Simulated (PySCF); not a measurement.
Vertical excitations of a molecule C₂H₄BNO₂ from PySCF with TDDFT-CAM-B3LYP/def2-SVPD, as energy in eV (oscillator strength): 6.03 (0.002), 6.94 (0.176), 7.42 (0.005), 7.72 (0.021), 7.83 (0.002), 8.19 (0.001), 8.40 (0.290), 8.69 (0.010), 8.78 (0.075), 9.13 (0.013). Lowest triplet (TDA): 5.79 eV. The structure is a stationary point at B3LYP-D3(BJ)/def2-SVP. The values are those of a single conformer.

### Question
Which molecule gave these data?
A) COBN=C=O
B) C=C1OB(N)O1
C) CB(O)OC#N
D) OB1CN=CO1

### Answer
A, COBN=C=O
